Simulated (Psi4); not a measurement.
CuI (SMILES [Cu][I]), singlet, geometry from GFN2-xTB (such geometries of metal compounds can be far from the true shape) (core potentials on I); SVWN/def2-SV(P) run with Psi4.

Input for Psi4:
```
memory 2 GB

molecule {
0 1
  Cu   -0.00000000   -0.00000000   -1.55408011
  I     0.00000000    0.00000000    0.85034572
}

set basis def2-sv(p)

energy('svwn')
print_variables()
```

What the program printed (banner, timings and long lists left out):

```
   => Loading Basis Set <=

    Name: DEF2-SV(P)
    Role: ORBITAL
    Keyword: BASIS

    !!!  WARNING: ECP capability is in beta. Please check occupations closely.  !!!

         ---------------------------------------------------------
                                   SCF
               by Justin Turney, Rob Parrish, Andy Simmonett
                          and Daniel G. A. Smith
                              RKS Reference
         ---------------------------------------------------------

  ==> Geometry <==

    Molecular point group: c2v
    Full point group: C_inf_v

    Geometry (in Angstrom), charge = 0, multiplicity = 1:

       Center              X                  Y                   Z               Mass
    ------------   -----------------  -----------------  -----------------  -----------------
         CU           0.000000000000     0.000000000000    -1.607363687612    62.929597720000
         I            0.000000000000     0.000000000000     0.797062142388   126.904471900000

  Running in c2v symmetry.

  Rotational constants: A = ************  B =      0.06931  C =      0.06931 [cm^-1]
  Rotational constants: A = ************  B =   2077.95772  C =   2077.95772 [MHz]
  Nuclear repulsion =  159.561369267002931

  Charge       = 0
  Multiplicity = 1
  Electrons    = 54
  Nalpha       = 27
  Nbeta        = 27

  ==> Algorithm <==

  SCF Algorithm Type is DF.
  DIIS enabled.
  MOM disabled.
  Fractional occupation disabled.
  Guess Type is SAD.
  Energy threshold   = 1.00e-06
  Density threshold  = 1.00e-06
  Integral threshold = 1.00e-12

  ==> Primary Basis <==

  Basis Set: DEF2-SV(P)
    Blend: DEF2-SV(P)
    Number of shells: 20
    Number of basis functions: 50
    Number of Cartesian functions: 54
    Spherical Harmonics?: true
    Max angular momentum: 2

  Core potential: DEF2-SV(P)
    Number of shells: 4
    Number of ECP primitives: 29
    Number of ECP core electrons: 28
    Max angular momentum: 3

  ==> DFT Potential <==

   => LibXC <=

    Version 7.1.2
    S. Lehtola, C. Steigemann, M. J. T. Oliveira, and M. A. L. Marques,  SoftwareX 7, 1–5 (2018) (10.1016/j.softx.2017.11.002)

   => Composite Functional: SVWN <=

    Slater exchange
    Vosko, Wilk & Nusair (VWN5_RPA)
    P. A. M. Dirac,  Math. Proc. Cambridge Philos. Soc. 26, 376 (1930) (10.1017/S0305004100016108)
    F. Bloch,  Z. Phys. 57, 545 (1929) (10.1007/BF01340281)
    S. H. Vosko, L. Wilk, and M. Nusair,  Can. J. Phys. 58, 1200 (1980) (10.1139/p80-159)

[...]
   @DF-RKS iter   7: -1935.94826083072144   -5.84151e-03   7.65546e-04 DIIS/ADIIS
   @DF-RKS iter   8: -1935.94854461781006   -2.83787e-04   2.08309e-04 DIIS/ADIIS
   @DF-RKS iter   9: -1935.94855517587348   -1.05581e-05   4.91811e-05 DIIS
   @DF-RKS iter  10: -1935.94855604728787   -8.71414e-07   1.06330e-05 DIIS
   @DF-RKS iter  11: -1935.94855607626960   -2.89817e-08   6.66619e-07 DIIS
  Energy and wave function converged.

  ==> Post-Iterations <==

   Electrons on quadrature grid:
      Ntotal   =   54.0000023727 ; deviation = 2.373e-06

    Orbital Energies [Eh]
    ---------------------

    Doubly Occupied:

[...]
    Virtual:

[...]
    Final Occupation by Irrep:
             A1    A2    B1    B2
    DOCC [    13,    2,    6,    6 ]
    NA   [    13,    2,    6,    6 ]
    NB   [    13,    2,    6,    6 ]

  @DF-RKS Final Energy: -1935.94855607626960

   => Energetics <=

    Nuclear Repulsion Energy =            159.5613692670029309
    One-Electron Energy =               -3123.5838379259043904
    Two-Electron Energy =                1115.4232798111102056
    DFT Exchange-Correlation Energy =     -87.3493672284785276
    Empirical Dispersion Energy =           0.0000000000000000
    VV10 Nonlocal Energy =                  0.0000000000000000
    Total Energy =                      -1935.9485560762695968

Computation Completed

Properties will be evaluated at   0.000000,   0.000000,   0.000000 [a0]

Properties computed using the SCF density matrix

 Multipole Moments:

 ------------------------------------------------------------------------------------
     Multipole            Electronic (a.u.)      Nuclear  (a.u.)        Total (a.u.)
 ------------------------------------------------------------------------------------

 L = 1.  Multiply by 2.5417464519 to convert [e a0] to [Debye]
 Dipole X            :          0.0000000            0.0000000            0.0000000
 Dipole Y            :          0.0000000            0.0000000            0.0000000
 Dipole Z            :         48.7426824          -50.4311086           -1.6884262
 Magnitude           :                                                    1.6884262

 ------------------------------------------------------------------------------------

  Variable Map:
  ----------------------------------------------------------------------------
[...]
  Array Variable Map:
  ----------------------------------------------------------------------------
[...]
[...]
```
